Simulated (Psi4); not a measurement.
silacyclobutane (C3H8Si), singlet, geometry from GFN2-xTB. Base run: SVWN/6-31G (Psi4 1.11).

Geometry (Å):
```xyz
12

C      0.9402     0.3981     0.9376
C      0.9993    -0.7463    -0.0959
Si    -0.7788    -0.3614    -0.6832
C     -0.3845     1.0706     0.5204
H      1.7976     1.0686     0.8859
H      0.8809     0.0085     1.9531
H      1.7681    -0.5795    -0.8480
H      1.1889    -1.7222     0.3452
H     -1.8107    -1.2989    -0.2363
H     -0.9627    -0.0227    -2.0949
H     -0.2213     2.0324     0.0379
H     -1.0672     1.2399     1.3499
```
All else is at Psi4's defaults (density fitting, Cartesian functions).

Variants of this job, named by their change:

```
change                    E (Eh)  SCF-reference dipole (D)  core-seconds (rough)
--------------------  ----------  ------------------------  --------------------
base                  -406.99904                      0.44                     4
functional = revpbe            ?                      0.41                     5
functional = b97m-v   -408.45002                      0.40                   200
functional = blyp     -408.43002                      0.36                     6
functional = bp86     -408.54498                      0.41                     5
functional = pw6b95   -408.93547                      0.28                     8
functional = pbe0-dh  -408.18528                         -                     5
functional = wb97x-v  -408.43818                      0.20                   100
functional = m06               ?                         ?                    10
functional = x3lyp    -408.42776                      0.28                     7
functional = hse06             ?                         ?                    20
functional = b2plyp            ?                         -                     4
functional = b3lyp5   -408.39178                      0.29                     5
```

Some entries are withheld; supply them.


- functional = revpbe, E (Eh): -408.42503
- functional = m06, E (Eh): -408.40971
- functional = m06, SCF-reference dipole (D): 0.16
- functional = hse06, E (Eh): -408.27320
- functional = hse06, SCF-reference dipole (D): 0.32
- functional = b2plyp, E (Eh): -408.16659

Absolute energies of different levels of theory aren't comparable as measures of quality.
